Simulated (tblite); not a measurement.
Input of a run (GFN2-xTB geometry optimisation, gas phase (tblite 0.8.0)), started from a force field or distance geometry:
```
{"job": {"kind": "relax", "xc": "GFN2-xTB", "basis": "xTB"}, "charge": 0, "multiplicity": 2}
C     -2.072200     0.996200    -0.677700
N     -0.822100     1.130800     0.013300
C     -0.216400     0.001700     0.691600
S     -1.098000    -0.745100     1.836000
C      1.094600    -0.449600     0.363400
C      2.213400    -0.855500     0.073400
C      3.509300    -1.338600    -0.236600
N      4.578200    -1.736100    -0.463600
H     -1.903500     1.293500    -1.716700
H     -2.500000    -0.021000    -0.635500
H     -2.777900     1.726400    -0.233600
```

Output (eV, eV/Å):
```
step      E/eV     max force
  0    -574.77611    4.157
  1    -575.18397    2.564
  2    -575.02859    5.254
  3    -575.34544    0.987
  4    -575.38606    0.817
  5    -575.44911    1.385
  6    -575.45682    1.856
  7    -575.48847    0.497
  8    -575.51341    0.410
  9    -575.54538    0.785
 10    -575.56747    0.674
 11    -575.59427    0.554
 12    -575.62759    0.528
 13    -575.65136    0.589
 14    -575.66860    0.437
 15    -575.67724    0.250
 16    -575.68290    0.265
 17    -575.69078    0.387
 18    -575.69894    0.339
 19    -575.70558    0.218
 20    -575.71144    0.215
 21    -575.71785    0.315
 22    -575.72473    0.357
 23    -575.73120    0.347
 24    -575.73517    0.127
 25    -575.73725    0.134
 26    -575.73925    0.153
 27    -575.74231    0.245
 28    -575.74522    0.166
 29    -575.74880    0.214
 30    -575.75330    0.255
 31    -575.76088    0.405
 32    -575.77178    0.563
 33    -575.78361    0.547
 34    -575.79146    0.253
 35    -575.79559    0.381
 36    -575.79890    0.202
 37    -575.80063    0.273
 38    -575.80195    0.167
 39    -575.80277    0.091
 40    -575.80314    0.074
 41    -575.80338    0.064
 42    -575.80367    0.069
 43    -575.80397    0.069
 44    -575.80429    0.065
 45    -575.80457    0.069
 46    -575.80483    0.060
 47    -575.80504    0.046
 48    -575.80519    0.034
 49    -575.80527    0.024
 50    -575.80532    0.017
 51    -575.80534    0.016
 52    -575.80537    0.017
 53    -575.80540    0.013
 54    -575.80543    0.015
 55    -575.80547    0.018
 56    -575.80553    0.029
 57    -575.80561    0.041
 58    -575.80571    0.044
 59    -575.80577    0.032
 60    -575.80580    0.016
 61    -575.80583    0.017
 62    -575.80587    0.026
 63    -575.80593    0.029
 64    -575.80598    0.030
 65    -575.80601    0.020
 66    -575.80605    0.014
 67    -575.80609    0.015
 68    -575.80613    0.015
 69    -575.80615    0.015
 70    -575.80616    0.010
 71    -575.80617    0.009
```

Question: Summarise the run.

Answer: The energy falls by 23.8 kcal/mol over 71 L-BFGS steps, the largest force on an atom goes from 4.16 to 0.009 eV/Å, and the atoms move by 0.452 Å rms after alignment. The bond that changes most is N2–C3 (ends: nitrogen bonded to 2 C; carbon bonded to C, N and S), which shortens by 0.181 Å. Bonds longer at the end by more than 0.005 Å: 1 of 10; shorter: 8. Among the angles that change most is N2–C3–S4, from 117.4° to 124.3°. Among the dihedrals that turn most is C1–N2–C3–C5, from 122° to 180°. The energy rose by more than 1e-5 eV at step 2. The first step brought 40 % of the lowering.

Question: What are the final bond lengths?

Answer: C1–N2 1.416 Å, N2–C3 1.269 Å, C3=S4 1.747 Å, C3–C5 1.406 Å, C5≡C6 1.213 Å, C6–C7 1.360 Å, C7≡N8 1.149 Å, C1–H9 1.090 Å, C1–H10 1.094 Å, C1–H11 1.094 Å. Numbering counts from 1 in the input's order; the species is `C[N]C(=S)C#CC#N` [radical].

On Arm Neoverse V1, one thread, no GPU, shared host with 32 logical CPUs at a one-minute load of 30, this took 0.47 s wall.

Its lowest GFN2-xTB frequency is 8i cm⁻¹, too small to tell a flat minimum from a shallow saddle.

One conformer stands for the species.

All values are computed, not measured.
